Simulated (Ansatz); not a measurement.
Reaction (cleavage of the B–B bond): `BB(F)OC` + silanol → `COB(F)O[SiH3]` + BH₃

Calculated with Ansatz (gas phase, PBE0-D4/def2-TZVP geometries, no zero-point term in ΔE). CCSD(T)/CBS adds triple-zeta CCSD(T) − MP2 to the extrapolated MP2 energy (def2 sets, frozen cores). This one scheme is used for every species. Functionals use def2-TZVPP. One conformer a species, not always the lowest.

Problem. Is it downhill or uphill in electronic energy at CCSD(T)/CBS, and by how much? (Best estimate.)

Solution. The calculation gave: Downhill: ΔE = -36.1 kcal/mol.

Problem. What do these levels give: PBE-D4, B97M-V, r2SCAN0-D4, LC-ωPBE, CCSD(T)/def2-TZVPP, HF/CBS(def2)? (An estimate is asked.)

Solution. The calculation gave: PBE-D4 -31.9, B97M-V -35.7, r2SCAN0-D4 -37.1, LC-ωPBE -34.2, CCSD(T)/def2-TZVPP -36.6, HF/CBS(def2) -42.0 kcal/mol.

Largest T1 diagnostic among the species: 0.013.

In def2-TZVPP, CCSD(T) changes the Hartree–Fock value by +5.2 kcal/mol (the triples alone add +0.6 kcal/mol) and MP2 by +4.4 kcal/mol. At CCSD(T), def2-SVP lies −5.2 kcal/mol from the extrapolated value and def2-TZVPP −0.5 kcal/mol. The D4 term adds −1.0 kcal/mol with B3LYP and −0.6 kcal/mol with PBE0; it sums over pairs of atoms, weighted by their polarisabilities, and B3LYP, whose exchange is more repulsive, gets the larger term.

B3LYP here is the variant with VWN-RPA as its local correlation; programs differ in this.
